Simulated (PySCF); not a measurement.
Ligands exchanged one at a time, Al OH-SH. Gas-phase values, no solvent. One relaxed conformer stands for each flexible species; it need not be the lowest. Strings in code marks are SMILES.

These are B3LYP-D3(BJ)/def2-TZVP (PySCF) values and carry that method's errors. B3LYP has the VWN-RPA correlation part, as in Gaussian. Excitations are Tamm–Dancoff values on a coarser integration grid. The basis has no diffuse functions, so Rydberg states are missing or too high.

```
species                                          HOMO–LUMO gap (eV)  T1 excitation (TDA) (eV)
-----------------------------------------------  ------------------  ------------------------
0 of 3 OH replaced by SH                                       7.93                      6.41
1 of 3 OH replaced by SH                                          ?                      5.30
2 of 3 OH replaced by SH (`[OH][Al]([SH])[SH]`)                6.44                      5.18
3 of 3 OH replaced by SH (`[SH][Al]([SH])[SH]`)                   ?                      5.25
```

Problem. Some entries are withheld; supply them.

Solution. 
- 1 of 3 OH replaced by SH, HOMO–LUMO gap (eV): 6.60
- 3 of 3 OH replaced by SH (`[SH][Al]([SH])[SH]`), HOMO–LUMO gap (eV): 6.56
